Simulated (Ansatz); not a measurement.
Reaction (ligand exchange at the Si–C bond): `C=C([SiH3])[SiH2][SiH3]` + H₂Se → `[SiH3][SiH2][SeH]` + `C=C[SiH3]`

Gas-phase electronic energies from Ansatz, PBE0-D4/def2-TZVP geometries. CCSD(T)/CBS adds triple-zeta CCSD(T) − MP2 to the extrapolated MP2 energy (def2 sets, frozen cores). Functionals use def2-TZVPP. B3LYP here is the variant with VWN-RPA as its local correlation; programs differ in this. For Se outer-core shells are correlated without core-valence functions, which leaves a few kJ/mol of doubt a bond. Scalar relativity is left out up to krypton. One conformer a species, not always the lowest.

`C=C([SiH3])[SiH2][SiH3]`:

```xyz
15

C    -0.850   -1.716    1.073
C    -0.599   -0.467    0.667
Si   -0.123    0.827    1.924
Si   -0.701   -0.051   -1.153
Si    1.406    0.530   -1.998
H    -1.131   -2.508    0.381
H    -0.787   -2.010    2.120
H    -0.134    0.221    3.282
H     1.235    1.360    1.632
H    -1.073    1.971    1.880
H    -1.235   -1.231   -1.890
H    -1.622    1.102   -1.363
H     1.922    1.751   -1.321
H     1.320    0.801   -3.459
H     2.373   -0.579   -1.775
```

H₂Se:

Cartesian coordinates in Å:
```
Se 0.357 -0.575 -0.102
H -0.689 0.131 -0.850
H 0.332 0.444 0.953
```

`[SiH3][SiH2][SeH]`:

```xyz
9

Si    0.727   -0.212   -1.167
Si   -0.801    0.593    0.406
Se   -0.993   -0.895    2.133
H     0.929    0.761   -2.275
H     0.234   -1.498   -1.726
H     2.032   -0.446   -0.491
H    -0.410    1.943    0.896
H    -2.174    0.674   -0.156
H     0.455   -0.919    2.381
```

`C=C[SiH3]`:

Z-matrix (Å, degrees):
```
Si
C 1 1.859
H 1 1.488 2 110.8
H 1 1.487 2 109.0 3 -120.3
H 1 1.488 2 110.8 3 119.3
C 2 1.330 1 123.1 3 120.2
H 2 1.089 1 118.8 3 -59.8
H 6 1.087 2 122.2 1 -180.0
H 6 1.087 2 121.7 1 0.0
```

CCSD(T)/CBS gives -14.0 kcal/mol.

(1) Another level gave -12.9 kcal/mol. Which?
A. CCSD(T)/def2-TZVPP
B. r2SCAN-D4/def2-TZVPP
C. B3LYP/def2-TZVPP
D. HF/def2-TZVPP

Largest T1 diagnostic among the species: 0.013.

Answers

(1) A. CCSD(T)/def2-TZVPP -12.9, B3LYP -15.2, r2SCAN-D4 -14.0, HF/def2-TZVPP -16.3 kcal/mol.

The D4 term adds +2.1 kcal/mol with B3LYP and +1.3 kcal/mol with PBE0; it sums over pairs of atoms, weighted by their polarisabilities, and B3LYP, whose exchange is more repulsive, gets the larger term. In def2-TZVPP, CCSD(T) changes the Hartree–Fock value by +3.4 kcal/mol (the triples alone add +0.5 kcal/mol) and MP2 by +3.0 kcal/mol.
